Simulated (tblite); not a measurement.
Compound: C2H8Cl2Ge2O.
Atom-mapped SMILES: `[CH3:1][O:2][Ge@:3]([Cl:4])([GeH3:5])[CH2:6][Cl:7]` (hydrogens: H8, H9, H10 on C1; H11, H12, H13 on Ge5; H14, H15 on C6)

Computed with GFN2-xTB (tblite), gas phase: L-BFGS steps from a force-field or distance-geometry start until the largest atomic force falls under 0.01 eV/Å.

Step 46: E = -692.5232 eV
```
atom  x, y, z in Å  |  force x, y, z in eV/Å
C1     -2.3346   -0.9719    0.2208   -0.024   0.033  -0.004
O2     -0.9425   -0.7877    0.3348    0.002   0.017   0.003
Ge3     0.1609    0.1545   -0.7036    0.010  -0.007   0.042
Cl4    -0.6379    0.1008   -2.6705   -0.028  -0.014  -0.069
Ge5     2.1652   -1.0767   -0.2095   -0.005   0.012   0.033
C6      0.2579    2.1390   -0.2215   -0.029  -0.035   0.029
Cl7     1.8505    2.5879   -0.8677   -0.053  -0.003   0.058
H8     -2.6141   -1.7752    0.9047    0.011   0.027  -0.009
H9     -2.8729   -0.0609    0.4905   -0.037  -0.010   0.027
H10    -2.6089   -1.2553   -0.7975   -0.030  -0.003  -0.002
H11     3.2902   -0.9264   -1.1857   -0.001   0.024  -0.023
H12     2.6718   -0.6704    1.1367    0.048   0.031   0.022
H13     1.8398   -2.5373   -0.1178    0.011   0.032  -0.033
H14     0.2719    2.3240    0.8515    0.000  -0.030  -0.072
H15    -0.5017    2.7632   -0.6928    0.127  -0.072  -0.002
```

Step 47: E = -692.5245 eV
```
atom  x, y, z in Å  |  force x, y, z in eV/Å
C1     -2.3318   -0.9716    0.2216   -0.066   0.028   0.012
O2     -0.9397   -0.7934    0.3319    0.004   0.025  -0.001
Ge3     0.1592    0.1526   -0.7067    0.049   0.008   0.055
Cl4    -0.6407    0.0992   -2.6725   -0.032  -0.014  -0.075
Ge5     2.1661   -1.0760   -0.2095   -0.019   0.035   0.024
C6      0.2571    2.1384   -0.2231   -0.031  -0.028   0.037
Cl7     1.8562    2.5861   -0.8540   -0.055  -0.012   0.060
H8     -2.6143   -1.7732    0.9053    0.017  -0.005   0.009
H9     -2.8683   -0.0611    0.4962   -0.027   0.010   0.015
H10    -2.6126   -1.2539   -0.7949   -0.023   0.003  -0.017
H11     3.2901   -0.9267   -1.1869    0.002   0.024  -0.022
H12     2.6726   -0.6686    1.1366    0.045   0.027   0.017
H13     1.8379   -2.5351   -0.1202    0.013   0.016  -0.026
H14     0.2594    2.3260    0.8497    0.010  -0.044  -0.072
H15    -0.4957    2.7651   -0.7009    0.113  -0.072  -0.016
```

Q: Estimate the geometry and energy of step 48. (The exact step hangs on the optimiser's Hessian estimate; all steps are aligned on step 47, rigid shifts and turns removed.)

A: E = -692.5269 eV, largest force 0.113 eV/Å
```
atom  x, y, z in Å  |  force x, y, z in eV/Å
C1     -2.3268   -0.9710    0.2240   -0.108   0.015   0.031
O2     -0.9331   -0.8065    0.3254   -0.017   0.039  -0.003
Ge3     0.1573    0.1482   -0.7113    0.089   0.030   0.032
Cl4    -0.6479    0.0939   -2.6767   -0.025  -0.012  -0.060
Ge5     2.1680   -1.0739   -0.2093   -0.026   0.071   0.002
C6      0.2546    2.1356   -0.2279   -0.012  -0.008   0.051
Cl7     1.8693    2.5820   -0.8198   -0.058  -0.038   0.066
H8     -2.6141   -1.7696    0.9074    0.026  -0.055   0.031
H9     -2.8562   -0.0601    0.5093   -0.015   0.045  -0.007
H10    -2.6200   -1.2492   -0.7900   -0.010   0.017  -0.021
H11     3.2890   -0.9258   -1.1910    0.001   0.024  -0.011
H12     2.6742   -0.6625    1.1364    0.041   0.013   0.004
H13     1.8318   -2.5299   -0.1267    0.022  -0.008  -0.010
H14     0.2291    2.3270    0.8438    0.030  -0.063  -0.052
H15    -0.4798    2.7695   -0.7211    0.063  -0.070  -0.053
```

The energy changes by -0.0025 eV. The first-order estimate −F·Δx gives -0.0034 eV and the mean of the old and new forces, exact on a quadratic surface, -0.0024 eV. The step makes an angle of 78° with the force vector and moves no atom by more than 0.037 Å.

What follows is the cost of the whole relaxation. Hardware: an Arm Neoverse V2 with one thread, on a shared host. Cost: 1.1 s wall.
